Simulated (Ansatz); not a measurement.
`BBBr` + `CO[SiH](C)F` → `BBO[SiH](C)F` + `CBr` at 400 K and 1 bar (formal exchange of groups at a B–Br bond).

Gas-phase electronic energies from Ansatz, PBE0-D4/def2-TZVP geometries. CCSD(T)/CBS is the MP2 limit (def2-TZVPP, def2-QZVPP) plus CCSD(T) − MP2 in def2-TZVPP, frozen cores. For Br outer-core shells are correlated without core-valence functions, which leaves a few kJ/mol of doubt a bond. Scalar relativity is left out up to krypton. Each species was taken in one conformer, which may not be the lowest.

```
       species  CCSD(T)/CBS energy (Eh)  H − E (kJ/mol)  S (J/(mol·K))
        `BBBr`              -2624.69394           107.1          314.0
 `CO[SiH](C)F`               -544.48370           274.3          392.7
`BBO[SiH](C)F`               -556.02948           267.3          435.5
         `CBr`              -2613.17401           113.0          259.0
```

H − E and S are ideal-gas, rigid-rotor, harmonic terms from PBE0-D4/def2-TZVP, for one conformer and one mirror image of each species. 1 Eh = 2625.50 kJ/mol, R = 8.31446 J/(mol·K).

Question: By hand: ΔE, ΔH, ΔS and ΔG.

Answer: ΔE = (-556.02948) + (-2613.17401) − (-2624.69394) − (-544.48370) = -0.02585 Eh = -67.9 kJ/mol. Δ(H − E) = 267.3 + 113.0 − 107.1 − 274.3 = -1.1, so ΔH = -69.0 kJ/mol. ΔS = 435.5 + 259.0 − 314.0 − 392.7 = -12.2 J/(mol·K). ΔG = -69.0 − 400 × (-12.2)/1000 = -64.1 kJ/mol.

Question: By hand: the equilibrium constant, and the temperature at which ΔG would vanish if ΔH and ΔS stayed fixed.

Answer: log₁₀ K = −ΔG/(RT ln 10) = 8.4. ΔG = 0 at ΔH/ΔS = 5656 K, far beyond where these terms or the molecules hold.

The number of gas molecules stays the same, so ΔS is small and ΔH decides. A doubt of 5 kJ/mol in ΔE shifts log₁₀ K by 0.7 here. Other conformers and mirror images would add mixing entropy, several J/(mol·K) or more a flexible species. Modes under 60 cm⁻¹, often nearly free rotors, make the harmonic entropy too high. These are equilibria of isolated gas molecules and say nothing of rates. Largest T1 diagnostic: 0.012 (customary marks: 0.02 for closed shells, 0.045 for open ones).
